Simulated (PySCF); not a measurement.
## Vibration and rotation of ZnAs

UHF-CCSD(T) constants of ZnAs, ⁴Σ⁻ (quartet), unpaired electrons σ ↑, π ↑↑ (PySCF, no relativity, basis sets Zn 6-31G(d,p), As 6-31G(d,p); masses 63.9291 and 74.9216 u):

- ωe: 142.0 cm⁻¹
- ωexe: 2.93 cm⁻¹
- Be: 0.074211 cm⁻¹
- αe: 0.00109 cm⁻¹
- D (centrifugal): 8.11e-08 cm⁻¹
- De to Zn + As: 0.165 eV

Q: Give the vibrational terms G(v) and spacings up to v = 3.

A: G(v) = ωe(v+½) − ωexe(v+½)².

```csv
v,G(v) (cm⁻¹),G(v) − G(v−1),Bv (cm⁻¹)
0,70,,0.07367
1,206,136,0.07258
2,337,130,0.07149
3,461,124,0.07040
```

Q: How well does the Morse estimate ωe²/(4ωexe) reproduce De, and what is D0?

A: It gives 0.213 eV, 129 % of the computed De. D0 = De − G(0) = 0.165 − 0.009 = 0.156 eV.

Correlated steps freeze 14 core orbitals. The bond is weak. Basis-set superposition, not corrected here, can be much of De in a small basis, most of all at correlated wavefunction levels. Spin–orbit coupling is left out. The state is the lowest determinant that a PBE0 search found; another state may lie lower at other levels.
